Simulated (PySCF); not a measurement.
## Two-component Hartree-Fock for Ar³⁺ (argon, charge +3)

Start: [Ne] 3s2 3p3; 3p1/2 filled at m_j = -1/2, +1/2; 3p3/2 filled at m_j = +3/2. Calculated with PySCF 2.14 in x2c-TZVPall-2c (5s6p2d1f, 40 functions): generalised Hartree-Fock with the X2C-1e Hamiltonian and a Gaussian nucleus; one run each with spin-orbit coupling (SO) switched off, then screened by Boettger's factors.

```json
{"spinor shell": "1s1/2", "electrons": "2", "ε, spin-free (eV)": "-3289.9", "ε, screened SO (eV)": "-3289.9", "weight of nominal j (screened SO)": "1.000", "rms radius, screened SO (bohr)": "0.0991"}
{"spinor shell": "2s1/2", "electrons": "2", "ε, spin-free (eV)": "-385.49", "ε, screened SO (eV)": "-385.49", "weight of nominal j (screened SO)": "1.000", "rms radius, screened SO (bohr)": "0.445"}
{"spinor shell": "2p1/2", "electrons": "2", "ε, spin-free (eV)": "-308.24", "ε, screened SO (eV)": "-310.37", "weight of nominal j (screened SO)": "0.836", "rms radius, screened SO (bohr)": "0.414"}
{"spinor shell": "2p3/2", "electrons": "4", "ε, spin-free (eV)": "-308.24", "ε, screened SO (eV)": "-307.19", "weight of nominal j (screened SO)": "0.918", "rms radius, screened SO (bohr)": "0.417"}
{"spinor shell": "3s1/2", "electrons": "2", "ε, spin-free (eV)": "-73.943", "ε, screened SO (eV)": "-73.942", "weight of nominal j (screened SO)": "1.000", "rms radius, screened SO (bohr)": "1.39"}
{"spinor shell": "3p1/2", "electrons": "2", "ε, spin-free (eV)": "-59.211", "ε, screened SO (eV)": "-59.257", "weight of nominal j (screened SO)": "0.520", "rms radius, screened SO (bohr)": "1.50"}
{"spinor shell": "3p3/2", "electrons": "1", "ε, spin-free (eV)": "-59.211", "ε, screened SO (eV)": "-59.118", "weight of nominal j (screened SO)": "1.000", "rms radius, screened SO (bohr)": "1.50"}
```

| quantity | spin-free | screened SO |
| --- | --- | --- |
| E (hartree) | -525.66340 | -525.66507 |
| M_J | 3/2 | 3/2 |
| ⟨J²⟩ | 3.751 | 3.751 |
| ⟨L²⟩ | 0.000 | 0.002 |
| ⟨S²⟩ | 3.751 | 3.748 |

Each row is a mean over spinors that exchange with the open shell spreads, by up to 12.425 eV (3s1/2).

Rows whose weight is well below 1 are mixtures of j = l ± 1/2: exchange outweighs spin-orbit coupling there, and the label is only the starting occupation.

Without spin-orbit coupling the j labels of p, d and f shells carry no meaning; the spin-free column gives the mean over the occupied spinors of each nl shell.
